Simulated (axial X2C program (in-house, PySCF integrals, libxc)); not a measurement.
Ω levels of LuCN⁺ from open-shell CI on d0 s1 p(π)0

Calculated with an in-house all-electron X2C program for linear molecules (integrals from PySCF): two-component X2C with atomic mean-field Coulomb and Gaunt terms, basis Lu dyall-v3z, C dyall-v3z, N dyall-v3z (cores contracted in-house). Orbitals come from Hartree–Fock averaged over the configuration Lu d0 s1 p(π)0; CI then distributes these electrons over the d, s, p(π) shells of Lu.

Lu–C–N held linear, bonds 2.238 and 1.160 Å (the second held) (near the minimum of the configuration average).

Active spinors (ω > 0):

```
shell    ω  ε (eV)                     character
    d  1/2   -4.02             85% Lu d, 8% Lu p
    d  3/2   -3.98                      99% Lu d
    d  1/2   -3.95            54% Lu d, 40% Lu p
    d  3/2   -3.89     88% Lu d, 5% Lu p, 3% C d
    d  5/2   -3.85                     100% Lu d
    s  1/2   -9.55  67% Lu s, 17% Lu d, 10% Lu p
 p(π)  1/2   -3.74     81% Lu p, 5% Lu d, 5% C p
 p(π)  3/2   -3.56     82% Lu p, 6% C p, 4% Lu d
```

Lowest levels of this model:

```
  Ω  energy (cm⁻¹)    g∥  configuration
1/2              0  2.00        100% s1
3/2          10847  2.07        100% d1
5/2          12265  6.00        100% d1
1/2          12991  0.06        100% d1
3/2          14129  3.93        100% d1
1/2          18779  1.91        100% d1
```

g∥ is the magnitude of 2⟨Lz + ge Sz⟩ for the +Ω component.

**Question.** From Ω and g∥ of the lowest level, whose 2⟨Lz + ge Sz⟩ is positive, find ⟨Sz⟩ and ⟨Lz⟩ (ge = 2.0023).

**Answer.** Ω = ⟨Lz⟩ + ⟨Sz⟩ = 1/2 and ⟨Lz⟩ + ge⟨Sz⟩ = 1.000, so ⟨Sz⟩ = 0.50 and ⟨Lz⟩ = 0.00.

Occupations of the active spinors in the lowest level by ω, shell by shell in order of energy: -5/2: 0.00; -3/2: 0.00 0.00 0.00; -1/2: 0.00 0.00 0.00 0.00; 1/2: 0.00 0.00 1.00 0.00; 3/2: 0.00 0.00 0.00; 5/2: 0.00. The leading determinant has weight 1.00 among 4.

This point took 2.5 s on 1 thread of Arm Neoverse V1, on a shared host.

There is no dynamic correlation: spin–orbit spacings and, for f shells, spacings inside one term are the most reliable numbers, splittings between terms come out too wide, and energies between configurations are not reliable, so the lowest level need not be the ground state of the molecule. For d shells the ligand-field splittings (σ, π, δ) and their order can be off by a thousand cm⁻¹ or more. At most 6 roots were kept for each Ω > 0 (twice that for Ω = 0) within 3.2 eV of the lowest, so higher up levels can be missing between those listed; levels with Ω > 0 are doubly degenerate and listed once, Ω = 0 levels singly. Some active spinors are only partly of the character that their shell is named for, so the shell names and counts are nominal. States that fill the shells left empty in the average are placed too high. The molecule was held linear; bending was not examined.
